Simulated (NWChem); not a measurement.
All runs are NWChem calculations. System: CH6N2Si2, charge 0, spin multiplicity 1, at a geometry optimised with PBE/def2-SVP. The structure started from a generated list of species. Level: PBE/def2-SVP.

Job file:

```
start mol
memory heap 200 mb stack 800 mb global 1000 mb
geometry units angstroms nocenter noautoz noautosym
  N      2.247828     0.398864     0.850426
  Si     0.907374    -0.229055    -0.053966
  C     -0.625361    -1.116595     0.747174
  N     -1.703398    -0.676206     0.173795
  Si    -1.124336     0.762830    -0.790292
  H      2.159392     1.177070     1.505179
  H      3.212680     0.257212     0.547624
  H      1.532214    -1.154056    -1.071323
  H     -0.692917    -1.938774     1.502334
  H     -1.591420     2.023771    -0.108944
  H     -1.641327     0.802895    -2.207854
end
basis spherical
  * library def2-svp
end
dft
  xc xpbe96 cpbe96
  semidirect memsize 60000000 filesize 0
  iterations 100
end
task dft energy
```

NWChem printed:

```
             Northwest Computational Chemistry Package (NWChem) 7.3.0
             --------------------------------------------------------

                                NWChem Input Module
                                -------------------

 Scaling coordinates for geometry "geometry" by  1.889725989
 (inverse scale =  0.529177249)

                             Geometry "geometry" -> ""
                             -------------------------

 Output coordinates in angstroms (scale by  1.889725989 to convert to a.u.)

  No.       Tag          Charge          X              Y              Z
 ---- ---------------- ---------- -------------- -------------- --------------
    1 N                    7.0000     2.24782800     0.39886400     0.85042600
    2 Si                  14.0000     0.90737400    -0.22905500    -0.05396600
    3 C                    6.0000    -0.62536100    -1.11659500     0.74717400
    4 N                    7.0000    -1.70339800    -0.67620600     0.17379500
    5 Si                  14.0000    -1.12433600     0.76283000    -0.79029200
    6 H                    1.0000     2.15939200     1.17707000     1.50517900
    7 H                    1.0000     3.21268000     0.25721200     0.54762400
    8 H                    1.0000     1.53221400    -1.15405600    -1.07132300
    9 H                    1.0000    -0.69291700    -1.93877400     1.50233400
   10 H                    1.0000    -1.59142000     2.02377100    -0.10894400
   11 H                    1.0000    -1.64132700     0.80289500    -2.20785400

 Effective nuclear repulsion energy (a.u.)     269.6769290852

            Nuclear Dipole moment (a.u.)
            ----------------------------
        X                 Y               Z
 ---------------- ---------------- ----------------
    -0.0000037795     0.0000075589    -0.0000094486


 Summary of "ao basis" -> "" (spherical)
 ------------------------------------------------------------------------------
       Tag                 Description            Shells   Functions and Types
 ---------------- ------------------------------  ------  ---------------------
 *                          def2-svp                  on all atoms

  pbe96 is a nonlocal functional; adding pw91lda local functional.

                                 NWChem DFT Module
                                 -----------------

 Summary of "ao basis" -> "ao basis" (spherical)
 ------------------------------------------------------------------------------
       Tag                 Description            Shells   Functions and Types
 ---------------- ------------------------------  ------  ---------------------
 N                          def2-svp                 6       14   3s2p1d
 Si                         def2-svp                 8       18   4s3p1d
 C                          def2-svp                 6       14   3s2p1d
 H                          def2-svp                 3        5   2s1p

 Summary of "ao basis" -> "ao basis" (spherical)
 ------------------------------------------------------------------------------
       Tag                 Description            Shells   Functions and Types
 ---------------- ------------------------------  ------  ---------------------
 N                          def2-svp                 6       14   3s2p1d
 Si                         def2-svp                 8       18   4s3p1d
 C                          def2-svp                 6       14   3s2p1d
 H                          def2-svp                 3        5   2s1p

            General Information
            -------------------
          SCF calculation type: DFT
          Wavefunction type:  closed shell.
          No. of atoms     :    11
          No. of electrons :    54
           Alpha electrons :    27
            Beta electrons :    27
          Charge           :     0
          Spin multiplicity:     1
          Use of symmetry is: off; symmetry adaption is: off
          Maximum number of iterations: 100
          AO basis - number of functions:   108
                     number of shells:    52
          Convergence on energy requested:  1.00D-06
          Convergence on density requested:  1.00D-05
          Convergence on gradient requested:  5.00D-04

              XC Information
              --------------
          PerdewBurkeErnzerhof Exchange Functional  1.000
            Perdew 1991 LDA Correlation Functional  1.000 local
           PerdewBurkeErnz. Correlation Functional  1.000 non-local

             Grid Information
             ----------------
          Grid used for XC integration:  medium
          Radial quadrature: Mura-Knowles
          Angular quadrature: Lebedev.
          Tag              B.-S. Rad. Rad. Pts. Rad. Cut. Ang. Pts.
          ---              ---------- --------- --------- ---------
          N                   0.65       49          12.0       434
          Si                  1.10       88          11.0       590
          C                   0.70       49          11.0       434
          H                   0.35       45          13.0       434
          Grid pruning is: on
          Number of quadrature shells:   593
          Spatial weights used:  Erf1

          Convergence Information
          -----------------------
          Convergence aids based upon iterative change in
          total energy or number of iterations.
          Levelshifting, if invoked, occurs when the
          HOMO/LUMO gap drops below (HL_TOL):  1.00D-02
          DIIS, if invoked, will attempt to extrapolate
          using up to (NFOCK): 10 stored Fock matrices.

                    Damping( 0%)  Levelshifting(0.5)       DIIS
                  --------------- ------------------- ---------------
          dE  on:    start            ASAP                start
          dE off:    2 iters        100 iters           100 iters

      Screening Tolerance Information
      -------------------------------
          Density screening/tol_rho:  1.00D-10
          AO Gaussian exp screening on grid/accAOfunc:  14
          CD Gaussian exp screening on grid/accCDfunc:  20
          XC Gaussian exp screening on grid/accXCfunc:  20
          Schwarz screening/accCoul:  1.00D-08

      Superposition of Atomic Density Guess
      -------------------------------------

 Sum of atomic energies:        -726.58593643

      Non-variational initial energy
      ------------------------------

 Total energy =    -728.800662
 1-e energy   =   -1538.458744
 2-e energy   =     539.981152
 HOMO         =      -0.255563
 LUMO         =      -0.051125

------------------------------------------------------------
EAF file 0: "./mol.aoints.0" size=524288 bytes
------------------------------------------------------------
               write      read    awrite     aread      wait
               -----      ----    ------     -----      ----
     calls:        1         0         0         0         0
   data(b): 5.24e+05  0.00e+00  0.00e+00  0.00e+00
   time(s): 0.00e+00  0.00e+00  0.00e+00  0.00e+00  0.00e+00
rate(mb/s): 0.00e+00  0.00e+00
------------------------------------------------------------

   convergence    iter        energy       DeltaE   RMS-Dens  Diis-err    time
 ---------------- ----- ----------------- --------- --------- ---------  ------
 d= 0,ls=0.0,diis     1   -729.3241273013 -9.99D+02  1.82D-02  7.12D-01     3.5
 d= 0,ls=0.0,diis     2   -729.0446844626  2.79D-01  1.26D-02  2.87D+00     4.5
 d= 0,ls=0.0,diis     3   -729.3859691620 -3.41D-01  3.85D-03  2.09D-01     5.4
 d= 0,ls=0.0,diis     4   -729.4009387749 -1.50D-02  2.14D-03  7.95D-02     6.3
 d= 0,ls=0.0,diis     5   -729.4106351513 -9.70D-03  5.36D-04  2.61D-03     7.4
  Resetting Diis
 d= 0,ls=0.0,diis     6   -729.4109372232 -3.02D-04  1.97D-04  3.00D-04     8.5
 d= 0,ls=0.0,diis     7   -729.4109834240 -4.62D-05  1.21D-04  2.76D-05     9.4
 d= 0,ls=0.0,diis     8   -729.4109718493  1.16D-05  8.38D-05  1.02D-04    10.4
 d= 0,ls=0.0,diis     9   -729.4109872256 -1.54D-05  1.12D-05  2.64D-06    11.4
 d= 0,ls=0.0,diis    10   -729.4109874948 -2.69D-07  4.73D-06  3.19D-07    12.3

         Total DFT energy =     -729.410987494785
      One electron energy =    -1542.596679435202
           Coulomb energy =      606.262217224671
    Exchange-Corr. energy =      -62.753454369410
 Nuclear repulsion energy =      269.676929085157

 Numeric. integr. density =       53.999992091198

     Total iterative time =     11.8s

                       DFT Final Molecular Orbital Analysis
                       ------------------------------------

 Vector   25  Occ=2.000000D+00  E=-2.634582D-01
              MO Center=  9.6D-01,  1.7D-01,  1.6D-01, r^2= 4.0D+00
   Bfn.  Coefficient  Atom+Function         Bfn.  Coefficient  Atom+Function
  ----- ------------  ---------------      ----- ------------  ---------------
     6      0.266995   1 N  pz                5     -0.241763   1 N  py
    26      0.228848   2 Si py               23      0.218312   2 Si py
     9     -0.199740   1 N  pz                8      0.195904   1 N  py
    68      0.153978   5 Si px               71      0.123592   5 Si px
    20     -0.122462   2 Si py               89     -0.119975   8 H  s

 Vector   26  Occ=2.000000D+00  E=-2.112750D-01
              MO Center=  8.0D-01,  3.0D-01,  1.6D-01, r^2= 4.3D+00
   Bfn.  Coefficient  Atom+Function         Bfn.  Coefficient  Atom+Function
  ----- ------------  ---------------      ----- ------------  ---------------
     6     -0.296268   1 N  pz                5      0.290151   1 N  py
     9      0.258554   1 N  pz                8     -0.240056   1 N  py
    71      0.232444   5 Si px               35     -0.227848   3 C  s
    68      0.223657   5 Si px               64      0.167018   5 Si s
    63      0.128914   5 Si s                65     -0.119377   5 Si px

 Vector   27  Occ=2.000000D+00  E=-1.897755D-01
              MO Center= -1.0D+00, -6.9D-01,  2.9D-01, r^2= 2.9D+00
   Bfn.  Coefficient  Atom+Function         Bfn.  Coefficient  Atom+Function
  ----- ------------  ---------------      ----- ------------  ---------------
    50      0.390453   4 N  px               53     -0.308036   4 N  px
    17      0.230334   2 Si s                51      0.218551   4 N  py
    63     -0.215217   5 Si s                94     -0.191670   9 H  s
    36      0.185837   3 C  px               95     -0.167485   9 H  s
    49      0.165479   4 N  s                54     -0.157464   4 N  py

 Vector   28  Occ=0.000000D+00  E=-7.349665D-02
              MO Center= -7.5D-01, -7.5D-01,  3.9D-01, r^2= 2.7D+00
   Bfn.  Coefficient  Atom+Function         Bfn.  Coefficient  Atom+Function
  ----- ------------  ---------------      ----- ------------  ---------------
    55     -0.340758   4 N  pz               52      0.334335   4 N  pz
    40      0.320369   3 C  py               90      0.304299   8 H  s
    38      0.299471   3 C  pz               41      0.287077   3 C  pz
    37      0.283178   3 C  py                3     -0.277194   1 N  s
    54     -0.264068   4 N  py               26      0.253759   2 Si py

 Vector   29  Occ=0.000000D+00  E=-1.937066D-02
              MO Center= -6.7D-01,  7.7D-01, -7.4D-01, r^2= 4.0D+00
   Bfn.  Coefficient  Atom+Function         Bfn.  Coefficient  Atom+Function
  ----- ------------  ---------------      ----- ------------  ---------------
    71      0.687297   5 Si px               64      0.541969   5 Si s
    49      0.532310   4 N  s                25      0.517041   2 Si px
    72      0.499279   5 Si py               18     -0.476417   2 Si s
    73     -0.388215   5 Si pz              105     -0.350276  11 H  s
    17     -0.300641   2 Si s                26     -0.271902   2 Si py

 Vector   30  Occ=0.000000D+00  E=-1.647261D-02
              MO Center=  3.1D-01,  2.7D-01, -5.8D-02, r^2= 5.6D+00
   Bfn.  Coefficient  Atom+Function         Bfn.  Coefficient  Atom+Function
  ----- ------------  ---------------      ----- ------------  ---------------
     3      0.804318   1 N  s               100      0.533657  10 H  s
    73     -0.520544   5 Si pz               27     -0.488195   2 Si pz
   105     -0.446132  11 H  s                72     -0.418420   5 Si py
    85     -0.374945   7 H  s                80     -0.286380   6 H  s
    90     -0.281929   8 H  s                26     -0.273504   2 Si py

 center of mass
 --------------
 x =  -0.05462495 y =  -0.02171435 z =  -0.00265095

 moments of inertia (a.u.)
 ------------------
         351.547266198342         -20.041108632920        -166.672406446877
         -20.041108632920         869.045848231728          89.990297247479
        -166.672406446877          89.990297247479         893.870904843830

     Multipole analysis of the density
     ---------------------------------

     L   x y z        total         alpha         beta         nuclear
     -   - - -        -----         -----         ----         -------
     0   0 0 0     -0.000000    -27.000000    -27.000000     54.000000

     1   1 0 0      1.248246      0.624125      0.624125     -0.000004
     1   0 1 0      0.470974      0.235483      0.235483      0.000008
     1   0 0 1      0.239599      0.119804      0.119804     -0.000009

     2   2 0 0    -33.531715   -213.691529   -213.691529    393.851344
     2   1 1 0      0.342885     -3.428493     -3.428493      7.199870
     2   1 0 1      1.191564    -46.513669    -46.513669     94.218901
     2   0 2 0    -33.293480    -73.710612    -73.710612    114.127744
     2   0 1 1      0.600921     24.365577     24.365577    -48.130234
     2   0 0 2    -33.232292    -67.084096    -67.084096    100.935900

 Task  times  cpu:       12.3s     wall:       12.3s

 Total times  cpu:       12.3s     wall:       12.3s
```
